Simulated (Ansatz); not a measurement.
Species: [B(CH3)3(CO)] (charge 0, multiplicity 1).

**Question.** Give a relaxed geometry from B3LYP-D3(BJ)/def2-SVP run with Ansatz (a first-principles code).

**Answer.** the end point of this relaxation.
Cartesian coordinates (Å) in one orientation:
```xyz
15

B     -0.002     0.003    -0.020
C      0.791     0.531    -1.357
H      0.671    -0.260    -2.117
H      1.874     0.676    -1.207
H      0.376     1.459    -1.785
C      0.676    -1.337     0.645
H      0.183    -1.673     1.572
H      1.755    -1.238     0.845
H      0.555    -2.143    -0.099
C     -1.623    -0.136    -0.242
H     -1.761    -0.934    -0.993
H     -2.098     0.774    -0.644
H     -2.173    -0.442     0.662
O      0.307     1.958     1.822
C      0.178     1.138     1.049
```
